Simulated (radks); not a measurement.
The numbers below are computed, except where a source is named.
Q: Coherent X-ray form factor from a spherical all-electron density. Level of theory: non-relativistic Kohn-Sham, LB94 model potential, spin-polarised, spherical densities, point nucleus (a radial shooting solver on a logarithmic mesh with Libxc functionals).

| sin(theta)/lambda (1/angstrom) | f0 (electrons) |
|---|---|
| 0.05 | 51.842 |
| 0.1 | 51.371 |
| 0.15 | 50.602 |
| 0.2 | 49.558 |
| 0.25 | 48.266 |
| 0.3 | 46.763 |
| 0.4 | 43.280 |
| 0.5 | 39.434 |
| 0.6 | 35.531 |
| 0.8 | 28.462 |
| 1 | 23.116 |
| 1.25 | 18.807 |
| 1.5 | 16.188 |
| 2 | 12.647 |

The species is in the configuration that NIST lists as its ground one. Which atom or ion scatters so?

A: The ytterbium ion Yb18+, [Kr] 4d10 4f6. Extrapolating in s^2 from the first two rows gives f0(0) = 52.0, near the electron count 52; among species with that count, the fall with angle is slower the higher Z, and the table is that of Z = 70; from so few rows the species is fixed only to a neighbour or two.
